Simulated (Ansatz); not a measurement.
Molecule: sum formula AlCl₂F (charge 0, singlet). 
Structure (B3LYP-D3(BJ)/def2-TZVP (Ansatz, an electronic-structure program) minimum search):
SMILES: [F][Al]([Cl])[Cl]
```xyz
4

F     -0.1533     1.9825    -0.0112
Al    -0.0270     0.3494    -0.0020
Cl     1.8545    -0.5190    -0.0095
Cl    -1.7526    -0.7978     0.0169
```
Charge 0, spin multiplicity 1.

Total electronic energies in hartree. Cores are frozen in the correlated levels unless marked. No spin-orbit coupling. No relativistic terms. CBS marks a two-point X^-3 extrapolation of the correlation energy; Hartree-Fock from the larger set (for Q and 5 zeta extrapolated as (X+1)exp(-9√X)).

```
level                                        program  energy (Eh)
------------------------------------  --------------  -----------
HF/cc-pV(D+d)Z                                Ansatz  -1260.60141
HF/cc-pwCVTZ                                  Ansatz  -1260.68563
RI-HF/aug-cc-pV(Q+d)Z                         Ansatz  -1260.70421
PBE-D3(BJ)/def2-TZVPD                 Ansatz + dftd3  -1262.37133
B97M-V/def2-TZVPD                             Ansatz  -1262.64588
PBE0-D3(BJ)/def2-TZVP                 Ansatz + dftd3  -1262.46598
HSE06-D3(BJ)/def2-TZVPD               Ansatz + dftd3  -1262.44208
HSE06/def2-TZVPD                              Ansatz  -1262.43936
B2GP-PLYP-D3(BJ)/def2-TZVPD           Ansatz + dftd3  -1262.41348
B2PLYP/def2-TZVPD                             Ansatz            …
MP2/STO-3G                                    Ansatz  -1246.48876
RI-MP2/aug-cc-pV(T+d)Z                        Ansatz  -1261.39729
CCSD/CBS(cc-pV(Q+d)Z,cc-pV(5+d)Z)             Ansatz   -1261.5445
CCSD(T)/6-31G                                 Ansatz  -1260.67221
CCSD(T)/CBS(cc-pV(Q+d)Z,cc-pV(5+d)Z)          Ansatz   -1261.5803
```

**Question.** Complete the blanks.

**Answer.** 
- B2PLYP/def2-TZVPD, energy (Eh): -1262.55579
